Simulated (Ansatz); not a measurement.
`F[CH2][SnH2][Cl]` + `C/C=C/O` → `F[CH2][SnH3]` + `C/C=C(\O)Cl`  (formal exchange of groups at the Sn–Cl bond)

Calculated with Ansatz (gas phase, PBE0-D4/def2-TZVP geometries, no zero-point term in ΔE). CBS: MP2 limit from def2 TZ/QZ plus the TZ coupled-cluster correction, frozen cores. Double bonds are as drawn, so ΔE can hold a change between cis and trans. Functionals use def2-TZVPP. B3LYP here is the variant with VWN-RPA as its local correlation; programs differ in this. Elements past krypton have def2 core potentials. For Sn outer-core shells are correlated without core-valence functions, which leaves a few kJ/mol of doubt a bond. One conformer a species, not always the lowest.

```
         level  ΔE (kcal/mol)
      B3LYP-D4           34.8
       ωB97X-V           34.3
         B3LYP           35.3
MP2/def2-TZVPP           34.2
```

What does CCSD(T)/CBS give? (Best estimate.)

Ansatz gave: +35.7 kcal/mol. The listed levels differ from it by -0.9, -1.4, -0.4, -1.5 kcal/mol.

Largest T1 diagnostic among the species: 0.013.

From PBE to PBE0 (25 % exact exchange), in def2-TZVPP and without D4, ΔE moves by +1.4 kcal/mol. In def2-TZVPP, CCSD(T) changes the Hartree–Fock value by −6.3 kcal/mol (the triples alone add −1.0 kcal/mol) and MP2 by −5.9 kcal/mol.
